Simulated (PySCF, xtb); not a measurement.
cycl[3.3.3]borane (C12H9B), SMILES C1=CC2=CC=CC3B2C(C=CC=3)=C1.

Coordinates come from a B3LYP-D3(BJ)/def2-SVP optimisation.

Calculation: IEF-PCM-PBE0/def2-SVP in PySCF.

The values are the electrostatic part of the solvation free energy, E(continuum) − E(gas) at the gas-phase geometry, in a cavity of scaled van der Waals radii (PySCF's table); cavitation and dispersion terms are not included. In vacuum the orbital gap is 2.24 eV. The dipole moment in vacuum is 0.00 D.

Task: Estimate the values in water (ε = 78.36), N,N-dimethylformamide (ε = 37.22), dichloromethane (ε = 8.93). (The exact figures need the calculation; the answer reports its results.)

Result: 
```json
[
 {"solvent": "water", "ε": "78.36", "ΔG(elec) (kcal/mol)": "-5.2", "dipole (D)": "0.00", "gap (eV)": "2.32"},
 {"solvent": "N,N-dimethylformamide", "ε": "37.22", "ΔG(elec) (kcal/mol)": "-5.1", "dipole (D)": "0.00", "gap (eV)": "2.32"},
 {"solvent": "dichloromethane", "ε": "8.93", "ΔG(elec) (kcal/mol)": "-4.2", "dipole (D)": "0.00", "gap (eV)": "2.31"}
]
```

For comparison, GFN2-xTB/ALPB(water) (xtb, at the GFN2-xTB geometry, all terms of that model) gives -1.3 kcal/mol.
